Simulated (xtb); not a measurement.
C$_{2}$H$_{5}$S (SMILES [CH2-]SC), charge -1, singlet, geometry from GFN2-xTB, atoms displaced at random by about 0.1 Å a coordinate. Base run: GFN2-xTB (xtb).

The xtb input:
```
$ xtb mol.xyz --gfn 2 --chrg -1 --opt --json

# file mol.xyz
8

C      0.03011179     1.67484331    -0.53792983
S     -0.02655825     0.17594223     0.35285757
C      0.00304900    -1.60867410    -0.41547517
H      0.80730481     1.76641074    -1.07502982
H     -0.90339373     1.77484707    -0.92830666
H      0.05520450    -2.28658420     0.48775408
H     -0.77334141    -1.47788144    -1.11275793
H      0.95789651    -1.66854374    -0.98919935
```

Base: optimiser steps 8.

A changed run: ΔE vs base (kcal/mol) -53.08; optimiser steps 10.

### Question
Which change was made?
(A) engine = lbfgs
(B) opt level = extreme
(C) opt level = tight
(D) alpb = dmso
(E) engine = inertial

### Answer
D, alpb = dmso
